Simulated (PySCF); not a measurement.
C₃H₈O₃Si.
SMILES with atom numbers: `[CH3:1][C:2](=[O:3])[O:4][CH2:5][O:6][SiH3:7]` (hydrogens: H8, H9, H10 on C1; H11, H12 on C5; H13, H14, H15 on Si7)

Structure used (PBE0-D3(BJ)/def2-SVP), in Å, numbered top down from 1:
```
atom  x, y, z in Å
C1     2.5039    0.2052    0.5518
C2     1.1420    0.1528   -0.0677
O3     0.5188    1.1066   -0.4639
O4     0.6839   -1.1017   -0.1617
C5    -0.5726   -1.2513   -0.8181
O6    -1.6183   -0.8143   -0.0517
Si7   -2.3180    0.7195   -0.0780
H8     3.2512   -0.0731   -0.2073
H9     2.7114    1.2231    0.9002
H10    2.5821   -0.5171    1.3748
H11   -0.6622   -2.3352   -0.9759
H12   -0.5171   -0.7254   -1.7891
H13   -1.7569    1.6122    0.9713
H14   -3.7547    0.4683    0.2372
H15   -2.2106    1.3137   -1.4416
```

Level: CAM-B3LYP/def2-SVPD in PySCF, non-relativistic, on one gas-phase PBE0-D3(BJ)/def2-SVP geometry that isn't relaxed in the solvent. The solvent is an IEF-PCM continuum (Bondi radii, 1.10 Å for H, scaled by 1.2), and excitations are vertical TDDFT with non-equilibrium linear response and a frozen core. Specific hydrogen bonds and non-electrostatic terms are outside this model.

| run | E − E(gas) (kcal/mol) | HOMO (eV) | HOMO–LUMO gap (eV) | dipole (D) | lowest singlet (eV) | static polarisability (au) |
| --- | --- | --- | --- | --- | --- | --- |
| gas | 0.00 | -9.80 | 10.73 | 2.02 | 5.94 | 73.5 |
| P | -5.09 | -9.85 | 10.82 | 2.54 | 6.06 | 95.0 |
| Q | -4.42 | -9.83 | 10.81 | 2.47 | 6.04 | 91.7 |

Task: The runs were made in dichloromethane and methanol. Which run belongs to which solvent?

Result: P = methanol, Q = dichloromethane. The dielectric constants are 8.93 (dichloromethane), 32.61 (methanol), and the energy falls further as ε rises. The optical constants n² used for the excitations are 2.03, 1.77 in the same order. In this model the ground state sees the solvent through ε alone.

Task: How constant is the ratio of the lowering to (ε − 1)/(2ε + 1)?

Result: 
```csv
solvent,(ε − 1)/(2ε + 1),E − E(gas) (kcal/mol),ratio (kcal/mol),polarisation term (kcal/mol)
dichloromethane,0.420,-4.42,-10.5,-4.94
methanol,0.477,-5.09,-10.7,-5.78
```

The ratio changes by +1.3 % in size from dichloromethane to methanol. The polarisation term is half the interaction of the solute with the induced surface charges.
